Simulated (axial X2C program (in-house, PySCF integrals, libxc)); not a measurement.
## TmC: from the spin-free to the two-component result

Computed with an in-house relativistic program for diatomic molecules. Spin-free means the one-electron spin-free X2C Hamiltonian; two-component (2c) means X2C with spin–orbit coupling and atomic mean-field two-electron Coulomb and Gaunt terms, so the difference of the two also holds small scalar two-electron terms. Basis: Tm dyall-cv3z [13s14p10d7f3g], C dyall-v3z [7s6p2d1f] (cores contracted in-house); Gaussian nuclei, density fitting, unrestricted open shells. Masses: Tm 168.934 u, C 12.000 u.

Spin-free state: M_S = 3/2, Λ = 1 (beyond evenly filled blocks: 2 × π+α, π+β, 2 × π-α); fragments Tm + C.

| level | Re (Å) | ωe (cm⁻¹) | De (eV) | μ (D) |
| --- | --- | --- | --- | --- |
| PBE0 | 2.332 | 423.5 | 2.219 | -3.79 |
| HF | 2.426 | 426.5 | 1.774 | -3.75 |

Dipoles are positive if C is the positive end.

Two-component determinant lowest at the distance of the search:

Ω = 5/2 (⟨Sz⟩ = 1.30, ⟨Lz⟩ = 1.20 at PBE0); fragments Tm + C.

```json
{"level": "PBE0", "Re (Å)": "2.328", "ωe (cm⁻¹)": "423.2", "μ (D)": "-3.77"}
{"level": "HF", "Re (Å)": "2.426", "ωe (cm⁻¹)": "425.5", "μ (D)": "-3.77"}
```

(1) From the two tables, how do the constants change at the PBE0 level (2c against spin-free)?

The state is one determinant whose occupation by symmetry is held fixed; it was picked as the lowest of a PBE0 search that is not exhaustive. Dissociation energies refer to the lowest single-determinant-based atoms at the same level and basis. De is not given where an atomic determinant may have missed its ground term or J level, or where the truncated virtual space spoils (T). Density functionals use the spin component along the axis (collinear). Other states lie close and PBE0, whose exact exchange favours high spin, may order them wrongly; the determinant shown need not be the ground state. The nearest other spin-free determinant of the search, M_S = 5/2, Λ = 1, lies 0.14 eV up at the distance of the search. The functionals have no current-density term, which raises determinants with orbital currents, atoms included. With several unpaired electrons one determinant need not be a pure state. A state of lower Ω lies just above, and one determinant can place such states too high, so the state shown need not be the lowest. The search has Ω = 1/2 only 0.09 eV up. The determinant is spin-polarised beyond a pure state at some levels (its spin-free form has ⟨S²⟩ too high), which makes Re and μ there less reliable.

Answers

(1) At the PBE0 level Re drops by 0.004 Å and ωe drops by 0.3 cm⁻¹.
